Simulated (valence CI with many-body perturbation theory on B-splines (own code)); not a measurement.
Energy levels of I³⁰⁺

Calculated by valence CI with perturbative core correlation (CI+MBPT): five valence electrons over a frozen Dirac-Fock core [Ar], a basis of 7 s, 7 p, 8 d, 6 f, 4 g, 1 h functions for each j, with the one-electron correlation potential Σ1 (screened to all orders), the two-electron term Σ2, the three-electron term Σ3, Breit, model QED; selected single and double excitations, second order for the rest (own B-spline code, finite nucleus).

No measured spectrum was set against this ion. As an estimate, large intervals hold to a few tenths of a per cent, small ones and those within an open d or f shell to about a per cent. Only levels of the ground parity were solved; by the run's estimate the other parity begins above the list, which can be wrong where configurations are misplaced.

Levels 1 to 37 of 37, with energies above the lowest level, (3d3/2^4 3d5/2) J=5/2 [a]. "Leading %" is the weight of the configuration and term that name the level; weights of strongly mixed levels are sums over their largest components and can fall short. In the jj column 3d3/2^4 stands for four electrons in 3d with j = 3/2.

```csv
No.,Configuration,Term,J,E (cm⁻¹),Leading %,Second component,Leading jj
1,3d5,6S,5/2,0,59,27 % 3d5 4P,3d3/2^4 3d5/2 (48 %)
2,3d5,2F,5/2,89233,26,24 % 3d5 4G,3d3/2^4 3d5/2 (46 %)
3,3d5,4G,7/2,142770,49,20 % 3d5 2F,3d3/2^3 3d5/2^2 (94 %)
4,3d5,4D,3/2,147410,42,40 % 3d5 4P,3d3/2^3 3d5/2^2 (92 %)
5,3d5,4G,11/2,150460,58,29 % 3d5 2H,3d3/2^3 3d5/2^2 (88 %)
6,3d5,4G,9/2,165790,64,15 % 3d5 4F,3d3/2^3 3d5/2^2 (74 %)
7,3d5,4D,5/2,167600,34,32 % 3d5 4G,3d3/2^3 3d5/2^2 (59 %)
8,3d5,4P,1/2,177820,62,25 % 3d5 4D,3d3/2^3 3d5/2^2 (67 %)
9,3d5,4D,7/2,207850,29,24 % 3d5 4F,3d3/2^3 3d5/2^2 (65 %)
10,3d5,2D,5/2,217100,36,15 % 3d5 4P,3d3/2^2 3d5/2^3 (48 %)
11,3d5,4D,7/2,239090,33,25 % 3d5 2F,3d3/2^2 3d5/2^3 (72 %)
12,3d5,2I,11/2,242460,61,32 % 3d5 4G,3d3/2^2 3d5/2^3 (90 %)
13,3d5,2D,3/2,248070,52,29 % 3d5 4D,3d3/2^3 3d5/2^2 (48 %)
14,3d5,4D,1/2,256160,73,20 % 3d5 4P,3d3/2^2 3d5/2^3 (90 %)
15,3d5,2G,9/2,257610,46,32 % 3d5 4G,3d3/2^2 3d5/2^3 (75 %)
16,3d5,4P,3/2,265970,48,38 % 3d5 4F,3d3/2^2 3d5/2^3 (85 %)
17,3d5,2I,13/2,266940,100,,3d3/2^2 3d5/2^3 (100 %)
18,3d5,2F,5/2,281600,37,18 % 3d5 4F,3d3/2^2 3d5/2^3 (78 %)
19,3d5,2H,9/2,308100,53,46 % 3d5 4F,3d3/2^2 3d5/2^3 (99 %)
20,3d5,2G,7/2,320340,61,32 % 3d5 2F,3d3/2^2 3d5/2^3 (96 %)
21,3d5,4F,5/2,323160,47,23 % 3d5 2F,3d3/2^2 3d5/2^3 (77 %)
22,3d5,2D,3/2,343500,72,22 % 3d5 4F,3d3/2^2 3d5/2^3 (46 %)
23,3d5,2F,5/2,348660,35,25 % 3d5 4P,3d3/2 3d5/2^4 (63 %)
24,3d5,2F,7/2,353080,58,31 % 3d5 2G,3d3/2^2 3d5/2^3 (67 %)
25,3d5,2S,1/2,362560,67,17 % 3d5 4P,3d3/2^2 3d5/2^3 (47 %)
26,3d5,2G,9/2,385630,53,25 % 3d5 2H,3d3/2^2 3d5/2^3 (58 %)
27,3d5,4F,7/2,385840,44,26 % 3d5 2F,3d3/2 3d5/2^4 (87 %)
28,3d5,2H,11/2,395270,64,26 % 3d5 2I,3d3/2 3d5/2^4 (96 %)
29,3d5,2D,3/2,415760,65,18 % 3d5 4D,3d3/2 3d5/2^4 (70 %)
30,3d5,2D,5/2,437540,64,26 % 3d5 2F,3d3/2 3d5/2^4 (78 %)
31,3d5,2G,9/2,455510,89,5 % 3d5 2H,3d3/2 3d5/2^4 (54 %)
32,3d5,2D,5/2,468360,53,28 % 3d5 2F,3d5/2^5 (47 %)
33,3d5,2G,7/2,482460,76,20 % 3d5 2F,3d3/2 3d5/2^4 (80 %)
34,3d5,2P,3/2,493610,79,19 % 3d5 2D,3d3/2^2 3d5/2^3 (84 %)
35,3d5,2P,1/2,546730,82,16 % 3d5 2S,3d3/2 3d5/2^4 (64 %)
36,3d5,2D,5/2,587140,85,6 % 3d5 2F,3d3/2^2 3d5/2^3 (47 %)
37,3d5,2D,3/2,607810,78,19 % 3d5 2P,3d3/2 3d5/2^4 (82 %)
```

The ionisation energy to 3d4 3P_0 of the next ion comes out as 1811.3 eV (NIST: 1812 ± 4 eV (theoretical)). All 37 levels together are meant to be complete up to 632360 cm⁻¹.
